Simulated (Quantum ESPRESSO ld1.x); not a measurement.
Problem. Er3+, 65 electrons, occupied as [Xe] 4f11. All-electron calculation, Dirac Kohn-Sham, PBE, spin-unpolarised, spherical densities, point nucleus; open shells fill j = l - 1/2 first. Program: ld1.x of Quantum ESPRESSO 7.5. Some entries of the table are withheld. Estimate them.

| orbital | occ. | eigenvalue (hartree) | <1/r> (bohr^-1) | <r> (bohr) |
|---|---|---|---|---|
| 1s1/2 | 2 | -2107.26 | 77.59 | 0.02037 |
| 2s1/2 | 2 | -354.813 | 18.66 | 0.08589 |
| 2p1/2 | 2 | (1) | (2) | 0.07147 |
| 2p3/2 | 4 | (3) | (4) | 0.07875 |
| 3s1/2 | 2 | -80.4579 | 6.827 | 0.2249 |
| 3p1/2 | 2 | -73.0763 | 6.742 | 0.2146 |
| 3p3/2 | 4 | -65.9999 | 6.110 | 0.2283 |
| 3d3/2 | 4 | (5) | 5.994 | 0.2013 |
| 3d5/2 | 6 | (6) | 5.840 | 0.2055 |
| 4s1/2 | 2 | -16.8545 | 2.858 | 0.5077 |
| 4p1/2 | 2 | (7) | 2.749 | 0.5166 |
| 4p3/2 | 4 | (8) | 2.531 | 0.5479 |
| 4d3/2 | 4 | -7.45548 | 2.311 | 0.5758 |
| 4d5/2 | 6 | -7.16471 | 2.257 | 0.5869 |
| 5s1/2 | 2 | -3.00698 | (9) | 1.230 |
| 5p1/2 | 2 | -2.18629 | 0.9640 | 1.368 |
| 5p3/2 | 4 | -1.97062 | 0.8904 | 1.463 |
| 4f5/2 | 6 | -1.32079 | 1.719 | 0.7608 |
| 4f7/2 | 5 | -1.27831 | 1.695 | 0.7735 |

Solution. 
(1) 2p1/2 eigenvalue (hartree): -337.973
(2) 2p1/2 <1/r> (bohr^-1): 18.63
(3) 2p3/2 eigenvalue (hartree): -304.278
(4) 2p3/2 <1/r> (bohr^-1): 16.15
(5) 3d3/2 eigenvalue (hartree): -53.3894
(6) 3d5/2 eigenvalue (hartree): -51.8433
(7) 4p1/2 eigenvalue (hartree): -13.9046
(8) 4p3/2 eigenvalue (hartree): -12.3086
(9) 5s1/2 <1/r> (bohr^-1): 1.086
